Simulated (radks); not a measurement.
Species: N3-. Configuration: [Ne].

Method: non-relativistic Kohn-Sham, r2SCAN, spin-polarised, spherical densities, point nucleus; meta-GGA in the generalised Kohn-Sham scheme; Watson sphere of charge +3 and radius 2.83 bohr; computed with a radial shooting solver on a logarithmic mesh with Libxc functionals.

Energy parts (Ry; the electron-nucleus part includes the sphere):
total: -127.74634
kinetic: 109.30195
electron-nucleus: -293.96569
Hartree: 71.87840
exchange-correlation: -14.96100

Orbitals (lengths in bohr, moments of r in powers of bohr):
orbital  occ.  eigenvalue (Ry)    <r^4>   <1/r>     <r>
1s          2        -28.16202  0.01337   6.641  0.2294
2s          2         -1.20168    16.47  0.9929   1.486
2p          6         -0.39315    80.47  0.7109   2.073

The highest occupied level is 2p at -5.349 eV. Summed over all electrons, <r^2> = 40.09 bohr^2, which gives a Langevin (diamagnetic) susceptibility term of -31.7 x 10^-6 cm^3/mol.
